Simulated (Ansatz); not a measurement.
Ansatz (a quantum-chemistry and plane-wave program) input file for MoF₅H, SMILES [F][MoH]([F])([F])([F])[F], multiplicity 1, PBE/def2-SVPD. Geometry optimised at B3LYP-D3(BJ)/def2-SVP. A frequency run showed that this geometry is not a minimum. The spin state was assumed, not searched. The structure was generated by enumeration; whether it is a known compound was not checked. The def2 effective core potentials stand for the cores of Mo; spin–orbit coupling is left out.

Ansatz 0.2 input:
```yaml
crystal:
  periodic: [false, false, false]
  atoms:
    - {symbol: Mo, position_ang: [-0.00000000, 0.00000000, -0.09593193]}
    - {symbol: F, position_ang: [0.00000001, 0.00000000, 1.79565126]}
    - {symbol: F, position_ang: [1.28137800, 1.28137800, -0.28690717]}
    - {symbol: F, position_ang: [-1.28137801, 1.28137801, -0.28690716]}
    - {symbol: F, position_ang: [1.28137800, -1.28137801, -0.28690717]}
    - {symbol: F, position_ang: [-1.28137801, -1.28137800, -0.28690716]}
    - {symbol: H, position_ang: [-0.00000001, 0.00000000, -1.80306236]}
basis:
  gaussian:
    orbitals: def2-SVPD
hamiltonian:
  xc: {name: PBE}
```

It prints:

```
WARN ansatz: RAYON_NUM_THREADS=1 ignored (pool sized by the plan → 1); use --threads N
Functional definition: PBE
integrals: 0.09 GiB planned
1295 factors; their error is unknown
mean field: 0.61 GiB planned
mean field evaluation 1: about -15426.4923 eV, gradient 8.7e1 eV
mean field evaluation 2: about -15179.6482 eV, gradient 3.6e2 eV
mean field evaluation 4: about -15433.4058 eV, gradient 6.0e1 eV
mean field evaluation 8: about -15439.4055 eV, gradient 4.3e-1 eV
mean field evaluation 16: about -15439.3690 eV, gradient 2.2e-3 eV
mean field -15439.36898148 eV, -567.3863448894 hartree, gradient 3.3e-5 eV, S^2 0.000000; 0 other end points of the search recorded, 0 dependent functions left out
reference -15439.36903893 eV, -567.3863470003 hartree; 30, 30 occupied and 127, 127 virtual orbitals, 1295 factors
Total energy: -15439.36903893 eV, -567.3863470003 hartree
```

Self-consistency was reached.
